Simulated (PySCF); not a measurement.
**Stretching HgTe⁺**

Set-up: basis Hg def2-SVP with ECP60, Te def2-SVP with ECP28; scalar-relativistic core potentials; PySCF 2.14. Energies in eV from Hg + Te⁺ in their ground configurations at the same level. State: ⁴Σ⁻ (quartet), unpaired electrons σ ↑, π ↑↑.

| R (Å) | PBE | UHF-SCS-MP2 |
| --- | --- | --- |
| 2.688 | -0.5642 | 0.1449 |
| 2.812 | -0.7470 | -0.0542 |
| 2.938 | -0.8457 | -0.1632 |
| 3.031 | -0.8827 | -0.2053 |
| 3.125 | -0.8979 | -0.2243 |
| 3.219 | -0.8974 | -0.2276 |
| 3.344 | -0.8803 | -0.2174 |
| 3.500 | -0.8432 | -0.1952 |
| 3.688 | -0.7884 | -0.1714 |
| 3.938 | -0.7147 | -0.1555 |

**Question.** Put a parabola through the three lowest points of the PBE curve and estimate Re, k and ωe (reduced mass 79.06 u; 1 eV/Å² = 0.16022 mdyn/Å; ωe = 1302.8·√(k/μ) cm⁻¹).

**Answer.** Through R = 3.031, 3.125, 3.219 Å the second-order coefficient is 0.888 eV/Å², so Re ≈ 3.169 Å, k ≈ 0.285 mdyn/Å and ωe ≈ 78 cm⁻¹. A polynomial fit of higher order to the unrounded PBE energies gives Re = 3.167 Å, k = 0.242 mdyn/Å, ωe = 72.1 cm⁻¹; anharmonicity and rounding make the difference.

The higher-order fit for each curve: PBE: Re = 3.167 Å, ωe = 72.1 cm⁻¹, De = 0.90 eV; UHF-SCS-MP2: Re = 3.196 Å, ωe = 65.7 cm⁻¹, De = 0.228 eV.

Correlated steps freeze 4 core orbitals. Correlated levels converge slowly with the basis: in double zeta they bind strong bonds too weakly, by up to about 1 eV, and carry superposition errors of some tenths. These are scalar-relativistic numbers at best; spin–orbit coupling would shift them, the dissociation energy most. For an ion De counts to the pair picked by the measured ionisation energies or electron affinities, which need not be the lowest pair at this level. The state was picked by a PBE0 search and need not be the measured ground state.
